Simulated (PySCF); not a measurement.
Bonds: Cr1-N2 1.475 Å, Cr1-Cl3 2.106 Å, Cr1-Cl4 2.106 Å, Cr1-Cl5 2.107 Å.

Geometry: PBE0-D3(BJ)/def2-SVP; GIAO absolute shieldings from PySCF 2.14.0 with density-fitted response routines, gas phase, non-relativistic, averaged over equivalent atoms.

At B3LYP/pcSseg-1 (pcSseg-2 on Cr) (162 basis functions, 12 s wall time on 1 thread of an Arm Neoverse V2, shared host):
```json
{"atoms": "Cr1", "σ (ppm)": "-4027.8"}
{"atoms": "N2", "σ (ppm)": "-1039.4"}
{"atoms": "Cl3/Cl4/Cl5", "σ (ppm)": "-163.3"}
```

Task: What do these become at PBE0/pcSseg-1 (pcSseg-2 on Cr)?

Result: 
```tsv
atoms	σ at PBE0/pcSseg-1 (pcSseg-2 on Cr)	change
Cr1	-4140.4	-112.6
N2	-1078.7	-39.3
Cl3/Cl4/Cl5	-122.0	+41.3
```

The largest change is at Cr1 (Cr bonded to 3 Cl, N). Cost: 162 basis functions, 14 s wall time on 1 thread of an Arm Neoverse V2, shared host.
